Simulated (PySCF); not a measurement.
Ga(OH)2 (GaH2O2), SMILES [OH][Ga][OH], multiplicity 2. Atoms are numbered in the order given.

```xyz
5

Ga     0.0000     0.0000     0.3473
O      0.0000     1.5096    -0.6553
H      0.0000     2.3241    -0.1411
O      0.0000    -1.5096    -0.6553
H      0.0000    -2.3241    -0.1411
```
Charge 0, spin multiplicity 2.

The structure is a stationary point at B3LYP-D3(BJ)/def2-TZVP. The values are those of a single conformer.

Method: TDA-CAM-B3LYP/def2-SVPD run with PySCF 2.14.0.

Vertical excitations. Isolated molecule, no solvent.

```tsv
state	energy (eV)	λ (nm)	f	main pairs
root 1	3.62	343	0.000	β HOMO→LUMO 96 %
root 2	3.98	311	0.031	α HOMO→LUMO 66 %, β HOMO−1→LUMO 31 %
root 3	4.31	288	0.069	α HOMO→LUMO 32 %, β HOMO−1→LUMO 64 %
root 4	4.62	268	0.023	β HOMO−2→LUMO 88 %
root 5	5.35	232	0.019	α HOMO→LUMO+1 19 %, α HOMO→LUMO+3 6 %, β HOMO−3→LUMO 67 %
root 6	5.56	223	0.181	α HOMO→LUMO+2 91 %
root 7	6.03	206	0.082	α HOMO→LUMO+1 65 %, β HOMO−3→LUMO 20 %
root 8	6.34	196	0.160	α HOMO→LUMO+3 80 %, α HOMO→LUMO+1 13 %
root 9	6.49	191	0.010	α HOMO−1→LUMO 58 %, β HOMO→LUMO+1 36 %
root 10	7.02	177	0.016	α HOMO−2→LUMO 55 %, β HOMO−1→LUMO+1 36 %
```
Unrestricted roots are not spin-pure.
